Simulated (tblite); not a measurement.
C6H4O3.
Atom-mapped SMILES: `[CH2:1]=[CH:2][C:3]1=[CH:4][C:5](=[O:6])[O:7][C:8]1=[O:9]` (hydrogens: H10, H11 on C1; H12 on C2; H13 on C4)

Computed geometry: GFN2-xTB, gas phase.

Some entries are withheld.

```
coordinate    value
     C1=C2  1.333 Å
     C2–C3        ?
     C3=C4        ?
     C4–C5  1.470 Å
     C5=O6        ?
     C5–O7  1.385 Å
     O7–C8  1.363 Å
     C8=O9        ?
     C3–C8  1.505 Å
    C1–H10  1.076 Å
    C1–H11  1.076 Å
    C2–H12  1.083 Å
    C4–H13  1.073 Å
  C1–C2–C3   124.3°
  C2–C3–C4   128.6°
  C2–C3–C8        ?
  C4–C3–C8   106.5°
  C3–C4–C5   108.9°
  C4–C5–O6   130.4°
  C4–C5–O7        ?
  O6–C5–O7   122.5°
  C5–O7–C8        ?
  O7–C8–O9   122.8°
  C3–C8–O7   107.5°
  C3–C8–O9   129.7°
```

Problem. Estimate the withheld lengths and angles.

Solution. 
- C2–C3 = 1.439 Å, drawn single (alkene CH carbon to fully substituted alkene carbon); 0.02 Å below the sum of covalent radii, 1.46 Å.
- C3=C4 = 1.347 Å, drawn double (fully substituted alkene carbon to alkene CH carbon); 0.11 Å below the sum of covalent radii, 1.46 Å.
- C5=O6 = 1.191 Å, drawn double (anhydride carbonyl carbon to anhydride carbonyl oxygen); 0.20 Å below the sum of covalent radii, 1.39 Å.
- C8=O9 = 1.191 Å, drawn double (anhydride carbonyl carbon to anhydride carbonyl oxygen); 0.20 Å below the sum of covalent radii, 1.39 Å.
- C2–C3–C8 = 124.9°, at the fully substituted alkene carbon; the outer atoms are 2.610 Å apart.
- C4–C5–O7 = 107.1°, at the anhydride carbonyl carbon, inside a 5-membered ring; the outer atoms are 2.297 Å apart.
- C5–O7–C8 = 110.0°, at the anhydride bridging oxygen, inside a 5-membered ring; the outer atoms are 2.250 Å apart.

Radii are Cordero's, carbon taken as 0.76, 0.73 or 0.69 Å for four, three, and two or fewer neighbours.

Its GFN2-xTB frequencies are all real (lowest 74 cm⁻¹). One conformer, not necessarily the lowest (C1–C2–C3–C4 180°).
